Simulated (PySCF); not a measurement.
H₆O₄SiSn. Atoms are numbered in the order given.

```xyz
12

O      1.0959     1.8176     0.9773
Sn     0.5034     0.2326    -0.0343
O      1.4295    -1.4565     0.3693
O      0.7978     0.5945    -1.9498
O     -1.3698    -0.0240     0.4985
Si    -2.5375    -1.1737     0.1996
H      0.5413     1.9312     1.7645
H      2.1914    -1.5682    -0.2193
H      0.7187     1.5432    -2.1315
H     -3.0799    -1.0362    -1.1872
H     -1.9965    -2.5580     0.3575
H     -3.6452    -0.9624     1.1753
```

The structure is a stationary point at r2SCAN-D4/def2-SVP. The geometry has at least one imaginary mode, so it is a saddle point at that level. The def2 effective core potentials stand for the cores of Sn; spin–orbit coupling is left out. One conformer was computed; it need not be the lowest.

Calculation: B3LYP/def2-TZVP (PySCF).

Atomic charges (e):

| atom | Mulliken | Löwdin |
|---|---|---|
| O1 | -0.66 | -0.32 |
| Sn2 | 1.39 | 0.64 |
| O3 | -0.66 | -0.31 |
| O4 | -0.66 | -0.32 |
| O5 | -0.60 | -0.20 |
| Si6 | 0.40 | 0.15 |
| H7 | 0.32 | 0.17 |
| H8 | 0.32 | 0.17 |
| H9 | 0.32 | 0.17 |
| H10 | -0.07 | -0.05 |
| H11 | -0.06 | -0.05 |
| H12 | -0.06 | -0.05 |
